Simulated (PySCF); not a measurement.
# Computed records: B$_{2}$H$_{3}$, BH$_{3}$N

Computed with PySCF 2.14.0. Calculation on a computer-drawn molecule: vertical ionisation energy to the stated ion spin, frozen-core CCSD(T) at the basis limit and cheaper methods, single-reference cases, UHF for radicals, no spin-orbit; all values are single points at the evaluated structure, the first of each entry, which is the reference or a displaced copy of it and isn't optimised; the reference structure only sets the zero of the energies above reference; triples share is (T) over the correlation energy.

Common to all runs: charge 0; multiplicity 2; ion multiplicity 1; diffuse functions no; basis cc-pVnZ; reference is the Hartree-Fock double-zeta minimum; best is HF at quadruple zeta + MP2 correlation extrapolated from triple and quadruple zeta + CCSD(T) minus MP2 at triple zeta; basis step is the size of the change from the same recipe one zeta lower.

```json
{"entry": 1, "formula": "B2H3", "evaluated_structure": {"atoms_angstrom": [["B", -0.0701, -0.6384, 0.5901], ["B", -0.455, 0.6438, 2.1743], ["H", 0.1093, -1.4497, -0.2569], ["H", -1.531, 0.7175, 2.672], ["H", 0.5579, 1.2737, 2.5518]]}, "reference_structure": {"atoms_angstrom": [["B", -0.0584, -0.6571, 0.606], ["B", -0.3229, 0.3559, 1.8146], ["H", 0.1372, -1.4049, -0.2895], ["H", -1.4236, 0.4655, 2.2843], ["H", 0.5774, 1.0145, 2.2618]]}, "given": {"drawn_bonds_atom": [1, 1, 2, 2], "drawn_bonds_other_atom": [2, 3, 4, 5], "drawn_bonds_order": [1, 1, 1, 1]}, "results": {"ionisation_energy_best [eV]": 7.715, "ionisation_energy_basis_step [eV]": 0.02382, "energy_above_reference_best [kcal/mol]": 37.85, "energy_above_reference_basis_step [kcal/mol]": 0.6158, "triple_zeta_method": ["HF", "PBE", "r2SCAN", "B3LYP", "wB97X", "MP2", "CCSD", "CCSD(T)"], "triple_zeta_ionisation_energy [eV]": [6.921, 8.093, 8.107, 7.933, 7.671, 7.53, 7.586, 7.667], "triple_zeta_energy_above_reference [kcal/mol]": [36.51, 37.63, 39.29, 38.58, 39.36, 39.23, 37.22, 36.83], "total_energy_HF_triple_zeta [hartree]": -50.9773, "total_energy_CCSD(T)_triple_zeta [hartree]": -51.1956, "total_energy_best [hartree]": -51.2175, "T1_diagnostic_at_triple_zeta": 0.03345, "D1_diagnostic_at_triple_zeta": 0.127, "spin_squared_at_triple_zeta": 0.7713, "ion_T1_diagnostic_at_triple_zeta": 0.00993, "ion_D1_diagnostic_at_triple_zeta": 0.0192, "triples_share_at_triple_zeta": 0.03415, "basis_functions_triple_zeta": 102, "dipole_magnitude_HF_at_triple_zeta [debye]": 0.07401, "dipole_magnitude_CCSD_unrelaxed_at_triple_zeta [debye]": 0.7263, "dipole_magnitude_PBE_at_triple_zeta [debye]": 1.135, "dipole_magnitude_r2SCAN_at_triple_zeta [debye]": 0.9801, "dipole_magnitude_B3LYP_at_triple_zeta [debye]": 0.9186, "dipole_magnitude_wB97X_at_triple_zeta [debye]": 0.6454}}
{"entry": 2, "formula": "BH3N", "evaluated_structure": {"atoms_angstrom": [["B", -0.1584, 0.5136, 1.8779], ["N", -0.0751, 1.8891, 1.8093], ["H", -0.9122, -0.1486, 1.2202], ["H", -0.6437, 2.4435, 1.1988], ["H", 0.5586, 2.4269, 2.364]]}, "reference_structure": {"atoms_angstrom": [["B", -0.1584, 0.5136, 1.8779], ["N", -0.0751, 1.8891, 1.8093], ["H", -0.9122, -0.1486, 1.2202], ["H", -0.6437, 2.4435, 1.1988], ["H", 0.5586, 2.4269, 2.364]]}, "given": {"drawn_bonds_atom": [1, 1, 2, 2], "drawn_bonds_other_atom": [2, 3, 4, 5], "drawn_bonds_order": [1, 1, 1, 1]}, "results": {"ionisation_energy_best [eV]": 8.105, "ionisation_energy_basis_step [eV]": 0.02734, "energy_above_reference_best [kcal/mol]": 0.0, "energy_above_reference_basis_step [kcal/mol]": 0.0, "triple_zeta_method": ["HF", "PBE", "r2SCAN", "B3LYP", "wB97X", "MP2", "CCSD", "CCSD(T)"], "triple_zeta_ionisation_energy [eV]": [7.791, 8.136, 8.278, 8.194, 8.034, 8.01, 8.046, 8.043], "triple_zeta_energy_above_reference [kcal/mol]": [0.0, 0.0, 0.0, 0.0, 0.0, 0.0, 0.0, 0.0], "total_energy_HF_triple_zeta [hartree]": -80.8858, "total_energy_CCSD(T)_triple_zeta [hartree]": -81.2130, "total_energy_best [hartree]": -81.2543, "T1_diagnostic_at_triple_zeta": 0.01422, "D1_diagnostic_at_triple_zeta": 0.04428, "spin_squared_at_triple_zeta": 0.7564, "ion_T1_diagnostic_at_triple_zeta": 0.01609, "ion_D1_diagnostic_at_triple_zeta": 0.04199, "triples_share_at_triple_zeta": 0.03521, "basis_functions_triple_zeta": 102, "dipole_magnitude_HF_at_triple_zeta [debye]": 2.072, "dipole_magnitude_CCSD_unrelaxed_at_triple_zeta [debye]": 2.298, "dipole_magnitude_PBE_at_triple_zeta [debye]": 2.406, "dipole_magnitude_r2SCAN_at_triple_zeta [debye]": 2.332, "dipole_magnitude_B3LYP_at_triple_zeta [debye]": 2.3, "dipole_magnitude_wB97X_at_triple_zeta [debye]": 2.292}}
{"entry": 3, "formula": "BH3N", "evaluated_structure": {"atoms_angstrom": [["B", -0.1745, 0.5304, 1.8908], ["N", -0.0751, 1.9077, 1.7735], ["H", -0.9472, -0.1595, 1.228], ["H", -0.6796, 2.4752, 1.2127], ["H", 0.5729, 2.421, 2.3505]]}, "reference_structure": {"atoms_angstrom": [["B", -0.1584, 0.5136, 1.8779], ["N", -0.0751, 1.8891, 1.8093], ["H", -0.9122, -0.1486, 1.2202], ["H", -0.6437, 2.4435, 1.1988], ["H", 0.5586, 2.4269, 2.364]]}, "given": {"drawn_bonds_atom": [1, 1, 2, 2], "drawn_bonds_other_atom": [2, 3, 4, 5], "drawn_bonds_order": [1, 1, 1, 1]}, "results": {"ionisation_energy_best [eV]": 8.152, "ionisation_energy_basis_step [eV]": 0.0282, "energy_above_reference_best [kcal/mol]": 0.5489, "energy_above_reference_basis_step [kcal/mol]": 0.02559, "triple_zeta_method": ["HF", "PBE", "r2SCAN", "B3LYP", "wB97X", "MP2", "CCSD", "CCSD(T)"], "triple_zeta_ionisation_energy [eV]": [7.851, 8.181, 8.327, 8.242, 8.086, 8.059, 8.093, 8.09], "triple_zeta_energy_above_reference [kcal/mol]": [0.7644, 0.299, 0.5096, 0.5752, 0.49, 0.5843, 0.5374, 0.4783], "total_energy_HF_triple_zeta [hartree]": -80.8846, "total_energy_CCSD(T)_triple_zeta [hartree]": -81.2122, "total_energy_best [hartree]": -81.2534, "T1_diagnostic_at_triple_zeta": 0.01444, "D1_diagnostic_at_triple_zeta": 0.04492, "spin_squared_at_triple_zeta": 0.7564, "ion_T1_diagnostic_at_triple_zeta": 0.01643, "ion_D1_diagnostic_at_triple_zeta": 0.04296, "triples_share_at_triple_zeta": 0.03545, "basis_functions_triple_zeta": 102, "dipole_magnitude_HF_at_triple_zeta [debye]": 2.057, "dipole_magnitude_CCSD_unrelaxed_at_triple_zeta [debye]": 2.285, "dipole_magnitude_PBE_at_triple_zeta [debye]": 2.395, "dipole_magnitude_r2SCAN_at_triple_zeta [debye]": 2.322, "dipole_magnitude_B3LYP_at_triple_zeta [debye]": 2.288, "dipole_magnitude_wB97X_at_triple_zeta [debye]": 2.277}}
{"entry": 4, "formula": "BH3N", "evaluated_structure": {"atoms_angstrom": [["B", -0.1499, 0.5309, 1.8804], ["N", -0.0654, 1.8881, 1.811], ["H", -0.9148, -0.1555, 1.2077], ["H", -0.6441, 2.4447, 1.1956], ["H", 0.5624, 2.4375, 2.3711]]}, "reference_structure": {"atoms_angstrom": [["B", -0.1584, 0.5136, 1.8779], ["N", -0.0751, 1.8891, 1.8093], ["H", -0.9122, -0.1486, 1.2202], ["H", -0.6437, 2.4435, 1.1988], ["H", 0.5586, 2.4269, 2.364]]}, "given": {"drawn_bonds_atom": [1, 1, 2, 2], "drawn_bonds_other_atom": [2, 3, 4, 5], "drawn_bonds_order": [1, 1, 1, 1]}, "results": {"ionisation_energy_best [eV]": 8.03, "ionisation_energy_basis_step [eV]": 0.02716, "energy_above_reference_best [kcal/mol]": 0.4632, "energy_above_reference_basis_step [kcal/mol]": 0.0868, "triple_zeta_method": ["HF", "PBE", "r2SCAN", "B3LYP", "wB97X", "MP2", "CCSD", "CCSD(T)"], "triple_zeta_ionisation_energy [eV]": [7.709, 8.065, 8.204, 8.12, 7.961, 7.935, 7.969, 7.968], "triple_zeta_energy_above_reference [kcal/mol]": [0.6993, 0.1766, 0.3365, 0.3522, 0.3539, 0.5796, 0.5098, 0.5], "total_energy_HF_triple_zeta [hartree]": -80.8847, "total_energy_CCSD(T)_triple_zeta [hartree]": -81.2122, "total_energy_best [hartree]": -81.2536, "T1_diagnostic_at_triple_zeta": 0.01405, "D1_diagnostic_at_triple_zeta": 0.04307, "spin_squared_at_triple_zeta": 0.7564, "ion_T1_diagnostic_at_triple_zeta": 0.01559, "ion_D1_diagnostic_at_triple_zeta": 0.0398, "triples_share_at_triple_zeta": 0.03523, "basis_functions_triple_zeta": 102, "dipole_magnitude_HF_at_triple_zeta [debye]": 2.182, "dipole_magnitude_CCSD_unrelaxed_at_triple_zeta [debye]": 2.386, "dipole_magnitude_PBE_at_triple_zeta [debye]": 2.478, "dipole_magnitude_r2SCAN_at_triple_zeta [debye]": 2.414, "dipole_magnitude_B3LYP_at_triple_zeta [debye]": 2.383, "dipole_magnitude_wB97X_at_triple_zeta [debye]": 2.384}}
{"entry": 5, "formula": "BH3N", "evaluated_structure": {"atoms_angstrom": [["B", -0.1499, 0.5309, 1.8804], ["N", -0.0654, 1.8881, 1.811], ["H", -0.9951, -0.2276, 1.1371], ["H", -0.6441, 2.4447, 1.1956], ["H", 0.5624, 2.4375, 2.3711]]}, "reference_structure": {"atoms_angstrom": [["B", -0.1584, 0.5136, 1.8779], ["N", -0.0751, 1.8891, 1.8093], ["H", -0.9122, -0.1486, 1.2202], ["H", -0.6437, 2.4435, 1.1988], ["H", 0.5586, 2.4269, 2.364]]}, "given": {"drawn_bonds_atom": [1, 1, 2, 2], "drawn_bonds_other_atom": [2, 3, 4, 5], "drawn_bonds_order": [1, 1, 1, 1]}, "results": {"ionisation_energy_best [eV]": 8.053, "ionisation_energy_basis_step [eV]": 0.02969, "energy_above_reference_best [kcal/mol]": 5.781, "energy_above_reference_basis_step [kcal/mol]": 0.1339, "triple_zeta_method": ["HF", "PBE", "r2SCAN", "B3LYP", "wB97X", "MP2", "CCSD", "CCSD(T)"], "triple_zeta_ionisation_energy [eV]": [7.766, 8.092, 8.24, 8.154, 8.007, 7.968, 7.995, 7.993], "triple_zeta_energy_above_reference [kcal/mol]": [6.426, 4.812, 5.453, 5.623, 5.418, 6.229, 5.804, 5.692], "total_energy_HF_triple_zeta [hartree]": -80.8756, "total_energy_CCSD(T)_triple_zeta [hartree]": -81.2039, "total_energy_best [hartree]": -81.2451, "T1_diagnostic_at_triple_zeta": 0.01438, "D1_diagnostic_at_triple_zeta": 0.04259, "spin_squared_at_triple_zeta": 0.7565, "ion_T1_diagnostic_at_triple_zeta": 0.016, "ion_D1_diagnostic_at_triple_zeta": 0.03964, "triples_share_at_triple_zeta": 0.03563, "basis_functions_triple_zeta": 102, "dipole_magnitude_HF_at_triple_zeta [debye]": 2.336, "dipole_magnitude_CCSD_unrelaxed_at_triple_zeta [debye]": 2.516, "dipole_magnitude_PBE_at_triple_zeta [debye]": 2.606, "dipole_magnitude_r2SCAN_at_triple_zeta [debye]": 2.555, "dipole_magnitude_B3LYP_at_triple_zeta [debye]": 2.52, "dipole_magnitude_wB97X_at_triple_zeta [debye]": 2.519}}
{"entry": 6, "formula": "BH3N", "evaluated_structure": {"atoms_angstrom": [["B", -0.1499, 0.5309, 1.8804], ["N", -0.0654, 1.8881, 1.811], ["H", -1.0973, -0.3192, 1.0472], ["H", -0.6441, 2.4447, 1.1956], ["H", 0.5624, 2.4375, 2.3711]]}, "reference_structure": {"atoms_angstrom": [["B", -0.1584, 0.5136, 1.8779], ["N", -0.0751, 1.8891, 1.8093], ["H", -0.9122, -0.1486, 1.2202], ["H", -0.6437, 2.4435, 1.1988], ["H", 0.5586, 2.4269, 2.364]]}, "given": {"drawn_bonds_atom": [1, 1, 2, 2], "drawn_bonds_other_atom": [2, 3, 4, 5], "drawn_bonds_order": [1, 1, 1, 1]}, "results": {"ionisation_energy_best [eV]": 8.086, "ionisation_energy_basis_step [eV]": 0.03469, "energy_above_reference_best [kcal/mol]": 17.56, "energy_above_reference_basis_step [kcal/mol]": 0.1792, "triple_zeta_method": ["HF", "PBE", "r2SCAN", "B3LYP", "wB97X", "MP2", "CCSD", "CCSD(T)"], "triple_zeta_ionisation_energy [eV]": [7.855, 8.135, 8.296, 8.21, 8.081, 8.015, 8.03, 8.027], "triple_zeta_energy_above_reference [kcal/mol]": [19.11, 15.77, 17.02, 17.26, 17.14, 18.72, 17.62, 17.34], "total_energy_HF_triple_zeta [hartree]": -80.8554, "total_energy_CCSD(T)_triple_zeta [hartree]": -81.1853, "total_energy_best [hartree]": -81.2263, "T1_diagnostic_at_triple_zeta": 0.01536, "D1_diagnostic_at_triple_zeta": 0.04169, "spin_squared_at_triple_zeta": 0.758, "ion_T1_diagnostic_at_triple_zeta": 0.01682, "ion_D1_diagnostic_at_triple_zeta": 0.03953, "triples_share_at_triple_zeta": 0.03628, "basis_functions_triple_zeta": 102, "dipole_magnitude_HF_at_triple_zeta [debye]": 2.615, "dipole_magnitude_CCSD_unrelaxed_at_triple_zeta [debye]": 2.729, "dipole_magnitude_PBE_at_triple_zeta [debye]": 2.818, "dipole_magnitude_r2SCAN_at_triple_zeta [debye]": 2.793, "dipole_magnitude_B3LYP_at_triple_zeta [debye]": 2.753, "dipole_magnitude_wB97X_at_triple_zeta [debye]": 2.752}}
{"entry": 7, "formula": "BH3N", "evaluated_structure": {"atoms_angstrom": [["B", -0.1843, 0.4867, 1.8687], ["N", -0.1121, 1.8502, 1.8153], ["H", -0.928, -0.1194, 1.2459], ["H", -0.6466, 2.4557, 1.1506], ["H", 0.5457, 2.4194, 2.3921]]}, "reference_structure": {"atoms_angstrom": [["B", -0.1584, 0.5136, 1.8779], ["N", -0.0751, 1.8891, 1.8093], ["H", -0.9122, -0.1486, 1.2202], ["H", -0.6437, 2.4435, 1.1988], ["H", 0.5586, 2.4269, 2.364]]}, "given": {"drawn_bonds_atom": [1, 1, 2, 2], "drawn_bonds_other_atom": [2, 3, 4, 5], "drawn_bonds_order": [1, 1, 1, 1]}, "results": {"ionisation_energy_best [eV]": 8.08, "ionisation_energy_basis_step [eV]": 0.02579, "energy_above_reference_best [kcal/mol]": 2.261, "energy_above_reference_basis_step [kcal/mol]": 0.06403, "triple_zeta_method": ["HF", "PBE", "r2SCAN", "B3LYP", "wB97X", "MP2", "CCSD", "CCSD(T)"], "triple_zeta_ionisation_energy [eV]": [7.751, 8.112, 8.25, 8.166, 8.001, 7.977, 8.02, 8.018], "triple_zeta_energy_above_reference [kcal/mol]": [3.602, 1.577, 2.049, 1.945, 2.46, 2.305, 2.44, 2.281], "total_energy_HF_triple_zeta [hartree]": -80.8801, "total_energy_CCSD(T)_triple_zeta [hartree]": -81.2093, "total_energy_best [hartree]": -81.2507, "T1_diagnostic_at_triple_zeta": 0.01447, "D1_diagnostic_at_triple_zeta": 0.04497, "spin_squared_at_triple_zeta": 0.7569, "ion_T1_diagnostic_at_triple_zeta": 0.01593, "ion_D1_diagnostic_at_triple_zeta": 0.04121, "triples_share_at_triple_zeta": 0.03576, "basis_functions_triple_zeta": 102, "dipole_magnitude_HF_at_triple_zeta [debye]": 2.119, "dipole_magnitude_CCSD_unrelaxed_at_triple_zeta [debye]": 2.333, "dipole_magnitude_PBE_at_triple_zeta [debye]": 2.409, "dipole_magnitude_r2SCAN_at_triple_zeta [debye]": 2.34, "dipole_magnitude_B3LYP_at_triple_zeta [debye]": 2.315, "dipole_magnitude_wB97X_at_triple_zeta [debye]": 2.328}}
{"entry": 8, "formula": "BH3N", "evaluated_structure": {"atoms_angstrom": [["B", -0.1715, 0.4535, 1.8677], ["N", -0.0811, 1.8774, 1.8266], ["H", -0.9269, -0.1734, 1.2389], ["H", -0.6294, 2.4178, 1.2094], ["H", 0.5319, 2.4383, 2.3424]]}, "reference_structure": {"atoms_angstrom": [["B", -0.1584, 0.5136, 1.8779], ["N", -0.0751, 1.8891, 1.8093], ["H", -0.9122, -0.1486, 1.2202], ["H", -0.6437, 2.4435, 1.1988], ["H", 0.5586, 2.4269, 2.364]]}, "given": {"drawn_bonds_atom": [1, 1, 2, 2], "drawn_bonds_other_atom": [2, 3, 4, 5], "drawn_bonds_order": [1, 1, 1, 1]}, "results": {"ionisation_energy_best [eV]": 8.22, "ionisation_energy_basis_step [eV]": 0.0289, "energy_above_reference_best [kcal/mol]": 2.067, "energy_above_reference_basis_step [kcal/mol]": 0.1945, "triple_zeta_method": ["HF", "PBE", "r2SCAN", "B3LYP", "wB97X", "MP2", "CCSD", "CCSD(T)"], "triple_zeta_ionisation_energy [eV]": [7.925, 8.246, 8.393, 8.31, 8.152, 8.126, 8.163, 8.155], "triple_zeta_energy_above_reference [kcal/mol]": [1.716, 2.452, 2.251, 2.235, 2.227, 1.919, 1.983, 1.962], "total_energy_HF_triple_zeta [hartree]": -80.8831, "total_energy_CCSD(T)_triple_zeta [hartree]": -81.2099, "total_energy_best [hartree]": -81.2510, "T1_diagnostic_at_triple_zeta": 0.01487, "D1_diagnostic_at_triple_zeta": 0.04717, "spin_squared_at_triple_zeta": 0.7562, "ion_T1_diagnostic_at_triple_zeta": 0.01768, "ion_D1_diagnostic_at_triple_zeta": 0.04828, "triples_share_at_triple_zeta": 0.03536, "basis_functions_triple_zeta": 102, "dipole_magnitude_HF_at_triple_zeta [debye]": 1.876, "dipole_magnitude_CCSD_unrelaxed_at_triple_zeta [debye]": 2.144, "dipole_magnitude_PBE_at_triple_zeta [debye]": 2.285, "dipole_magnitude_r2SCAN_at_triple_zeta [debye]": 2.192, "dipole_magnitude_B3LYP_at_triple_zeta [debye]": 2.156, "dipole_magnitude_wB97X_at_triple_zeta [debye]": 2.132}}
```
